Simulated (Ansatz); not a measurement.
Consider the cleavage of the Ge–B bond: `O[B](F)[GeH3]` + `CCN[SiH2]Cl` → `CC[N]([GeH3])[SiH2]Cl` + `OBF`.

Calculated with Ansatz (gas phase, PBE0-D4/def2-TZVP geometries, no zero-point term in ΔE). CCSD(T)/CBS adds triple-zeta CCSD(T) − MP2 to the extrapolated MP2 energy (def2 sets, frozen cores). This one scheme is used for every species. DFT in def2-TZVPP. For Ge outer-core shells are correlated without core-valence functions, which leaves a few kJ/mol of doubt a bond. Scalar relativity is left out up to krypton. One conformer a species, not always the lowest.

`O[B](F)[GeH3]`:

```xyz
8

O     0.114    1.402   -1.428
B    -0.607    0.534   -0.691
F    -1.908    0.494   -0.947
Ge    0.177   -0.714    0.781
H     1.050    1.405   -1.219
H    -0.057   -2.193    0.437
H     1.698   -0.495    0.919
H    -0.467   -0.434    2.147
```

`CCN[SiH2]Cl`:

Cartesian coordinates in Å:
```
C -1.160 1.052 0.804
C -0.991 -0.266 0.068
N 0.329 -0.856 0.214
Si 1.595 -0.666 -0.899
Cl 2.435 1.232 -0.967
H -0.996 0.921 1.877
H -2.170 1.446 0.666
H -0.445 1.793 0.442
H -1.174 -0.119 -1.001
H -1.747 -0.983 0.408
H 0.567 -1.075 1.170
H 2.688 -1.586 -0.518
H 1.070 -0.895 -2.263
```

`CC[N]([GeH3])[SiH2]Cl`:

```xyz
16

C     0.688   -1.053    1.496
C     1.107   -0.407    0.187
N     0.024    0.291   -0.510
Ge   -1.245   -0.763   -1.349
Si   -0.159    1.968   -0.305
Cl   -1.029    2.512    1.498
H     1.542   -1.546    1.968
H    -0.087   -1.808    1.337
H     0.292   -0.307    2.188
H     1.914    0.310    0.377
H     1.530   -1.166   -0.483
H    -2.080    0.159   -2.245
H    -2.155   -1.483   -0.337
H    -0.468   -1.811   -2.166
H    -1.051    2.491   -1.362
H     1.175    2.613   -0.293
```

`OBF`:

```xyz
5

O    -0.045    0.518    0.859
B     0.278   -0.116   -0.281
F    -0.659   -0.743   -0.990
H    -0.982    0.461    1.076
H     1.407   -0.120   -0.663
```

CCSD(T)/CBS gives -5.9 kcal/mol.

Problem. Another level gave -2.1 kcal/mol. Which?
A. BLYP/def2-TZVPP
B. PBE-D4/def2-TZVPP
C. MP2/def2-TZVPP
D. PBE0-D4/def2-TZVPP

Solution. B. PBE-D4 -2.1, PBE0-D4 -3.2, MP2/def2-TZVPP -8.6, BLYP -1.0 kcal/mol.

Largest T1 diagnostic among the species: 0.013.

Leaving LDA and LC-ωPBE aside and taking each functional with its dispersion term where it has one, the values, not all of them listed here, spread over 4.6 kcal/mol, from BHLYP-D4 to PBE-D4. LDA lies −1.0 kcal/mol from PBE without D4. At CCSD(T), def2-SVP lies −2.5 kcal/mol from the extrapolated value and def2-TZVPP −0.8 kcal/mol.
